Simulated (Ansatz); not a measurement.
A nudged elastic band was laid between two geometries of CH₃OSe (6 atoms, charge 1, multiplicity 1).

These are results of Ansatz, RKS PBE0/def2-SVP, not measurements.

* movable images: 5
* climbing image: yes
* spring: 5.0 eV/Å²
* optimiser: quadratic models (default)
* start path: IDPP
* force threshold: 0.05 eV/Å
* iteration limit: 60
* end points: relaxed

Image 0:

```xyz
6
Properties=species:S:1:pos:R:3
O -1.003 -0.354 -0.023
C 0.141 0.055 -0.409
Se 1.463 0.508 0.731
H -1.622 -0.563 -0.749
H 0.363 0.148 -1.485
H 0.656 0.207 1.934
```

Image 6:

```xyz
6
Properties=species:S:1:pos:R:3
O -0.998 -0.344 -0.648
C 0.200 0.078 -0.603
Se 1.289 0.445 0.798
H -1.438 -0.511 0.207
H 0.642 0.247 -1.598
H 0.305 0.084 1.844
```

(1) What changes between the two ends?

(2) What energy profile does the band end with?

(3) What is the geometry of the highest image?

## Answers

(1) No bond is made or broken. The dihedral H4–O1–C2–Se3 changes from 180 to 0° by way of a nearly straight angle H4–O1–C2 (up to 180°), not by a turn about the bond.

(2) It converged. The highest image is number 3 of 0 to 6, 21.5 kcal/mol above the first end and 18.9 kcal/mol above the last; the last end lies 2.6 kcal/mol above the first. A vibrational analysis at the climbing image gives 2 clearly imaginary modes (1064i, 595i cm⁻¹): a point of higher order, so a lower path passes nearby. Limits of this set-up: the dipole of an ion depends on the origin.

```
image  path coordinate (Å)  energy (kcal/mol)  angle H4–O1–C2 (°)
    0                 0.00                0.0                 114
    1                 0.27                2.8                 126
    2                 0.54               13.0                 149
    3                 0.82               21.5                 180
    4                 1.10               12.8                 147
    5                 1.38                4.2                 125
    6                 1.66                2.6                 117
```

(3) 
```xyz
6
Properties=species:S:1:pos:R:3
O -0.911 -0.317 -0.422
C 0.258 0.098 -0.506
Se 1.383 0.479 0.873
H -1.819 -0.637 -0.352
H 0.681 0.259 -1.515
H 0.408 0.118 1.922
```

The run took 96 s on 1 thread of Arm Neoverse V1, on a shared host, peak memory 0.14 GiB.
